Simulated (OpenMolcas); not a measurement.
A calculation on Cl2+.

- Program: OpenMolcas
- Method: MS-CASPT2, IPEA 0.25 Eh, imaginary shift 0.1 Eh (closed shells correlated: 2s 2p)
- Basis: ANO-RCC-VTZP [5s4p2d1f]
- Scalar Hamiltonian: DKH2, point nucleus
- Active space: 5 electrons in 4 orbitals (3s 3p)
- State averaging: 2S+1 = 4 odd, 1 root; 2S+1 = 2 odd, 11 roots; 2S+1 = 4 even, 3 roots; 2S+1 = 2 even, 9 roots
- Spin-orbit coupling: RASSI with atomic mean-field integrals over the reference wave functions, term energies averaged over their components

Task: Which level of the active space comes out lowest?

Result: 3s2 3p3 4S* 3/2, with 100 % of that term; it is also the measured ground level.

Task: How high does 3s 3p4 2P 3/2 lie?

Result: 176270 cm-1 above the lowest level.

Task: How high does 3s 3p4 4P 5/2 lie?

Result: 102520 cm-1 above the lowest level; measured 98520 cm-1 above the ground level, so the calculation is off by +4 %.

Task: How high does 3s 3p4 2D 5/2 lie?

Result: 134480 cm-1 above the lowest level.

Measured values: Moore, Atomic Energy Levels, vol. I, NSRDS-NBS 35 (1971 reprint of NBS Circular 467, 1949).

CASPT2 breaks the degeneracy within a term, and the mean is taken; among the terms shown or strongly mixed into the levels shown the widest spread is 1700 cm-1 (3s 3p4 2D). Over all roots computed the reference weight is 0.87 to 0.96; the roots of lowest weight are the least certain, and an intruder state may touch them. Terms of s pⁿ other than that of highest spin mix with s² pⁿ⁻² d, which this space lacks; all of them can be thousands of cm-1 off, and some have no real level of that name. Computed and measured levels are paired by configuration, term and J; levels that our copy of the source lacks, or whose pairing is in doubt (as where it misses far off the trend of its configuration), stay unpaired and out of the deviations. Levels of configurations outside the active space are missing.

* marks odd parity.
